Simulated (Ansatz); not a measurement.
Spectroscopic constants of BeO, closed-shell singlet (the spin of the measured ground state).

| level | bond energy D_e (kcal/mol) |
|---|---|
| SVWN5/def2-TZVPP | 140.20 |
| PBE/def2-TZVPP | 117.47 |
| B97M-V/def2-TZVPP | 103.66 |
| PBE0/def2-TZVPP | 102.16 |
| BHLYP/def2-TZVPP | 88.74 |
| CAM-B3LYP/def2-TZVPP | 105.73 |
| wB97X-V/def2-TZVPP | 101.97 |
| wB97M-V/def2-TZVPP | 104.19 |
| B2PLYP/def2-TZVPP | 107.61 |
| CCSD/aug-cc-pVTZ | 91.85 |
| CCSD/def2-TZVPP | 85.83 |
| CCSD/aug-cc-pVQZ | 95.41 |
| CCSD/def2-QZVPP | 94.04 |
| CCSD/aug-cc-pV5Z | 96.30 |
| CCSD(T)/aug-cc-pVTZ | 100.01 |
| CCSD(T)/def2-TZVPP | 93.37 |
| CCSD(T)/aug-cc-pVQZ | 103.77 |
| CCSD(T)/def2-QZVPP | 102.08 |
| CCSD(T)/aug-cc-pV5Z | 104.76 |
| CCSD(T)/CBS(aug-cc-pVQZ, aug-cc-pV5Z) | 105.73 |

The rows run from 85.83 (CCSD/def2-TZVPP) to 140.20 kcal/mol (SVWN5/def2-TZVPP). From aug-cc-pVTZ to aug-cc-pV5Z CCSD(T) changes by 4.75. The 9 functionals in def2-TZVPP without D3 or D4 span 51.46, from BHLYP to SVWN5.

D_e counts from the fitted minimum to each atom's lowest state at the same level, without counterpoise. The singlet is restricted.

Correlated levels freeze the inner cores; with def2 sets outer-core shells near the valence are correlated too. CBS: X⁻³ extrapolation of the correlation energy, Hartree–Fock from the larger set.

The values were computed with Ansatz (Gaussian basis) for Hartree–Fock, density functionals and correlated methods. Values without a source in brackets are computed.

Ansatz is a first-principles code.
